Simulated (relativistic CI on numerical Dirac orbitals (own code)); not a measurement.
# S⁷⁺: q coefficients

These numbers are calculated, not measured: Dirac-Coulomb-Breit CI, orbitals from a KLI potential per configuration, derivatives by finite differences, unscaled Slater integrals, QED left out (own radial code, finite nucleus).

Configurations in the expansion (outside the closed core 1s2): 2s²2p⁵, 2s2p⁶, 2s²2p⁴3s, 2s²2p⁴3p, 2p⁶3s, 2s²2p⁴3d, 2p⁶3p, 2s2p⁵3s. Levels of other configurations are missing.

With x = (α/α₀)² − 1 an excitation energy changes as ω = ω₀ + qx; K = 2q/ω₀ is the relative enhancement. Terms are leading LS components, so labels can repeat.

Lowest level 2s²2p⁵ ²P°3/2.

```
          Level  ω₀ (cm⁻¹)  q (cm⁻¹)
  2s²2p⁵ ²P°1/2      10014     10070
    2s2p⁶ ²S1/2     517918     14770
 2s²2p⁴3s ⁴P5/2    1552094     -3096
 2s²2p⁴3s ⁴P3/2    1558024      2335
 2s²2p⁴3s ⁴P1/2    1561601      6188
 2s²2p⁴3s ²P3/2    1573060    -468.9
 2s²2p⁴3s ²P1/2    1579999      5742
 2s²2p⁴3s ²D5/2    1618235      1996
 2s²2p⁴3s ²D3/2    1618402      2273
2s²2p⁴3p ⁴P°5/2    1654517     454.9
2s²2p⁴3p ⁴P°3/2    1656174      1297
2s²2p⁴3p ⁴P°1/2    1658947      5010
2s²2p⁴3p ⁴D°7/2    1668878    -349.5
```

At this charge configurations can still be misplaced by up to about 7 % of their energy.

**Question.** Which transition from the lowest level has the largest |K|?

**Answer.** 2s²2p⁵ ²P°1/2 at 10014 cm⁻¹, K = 2.01.
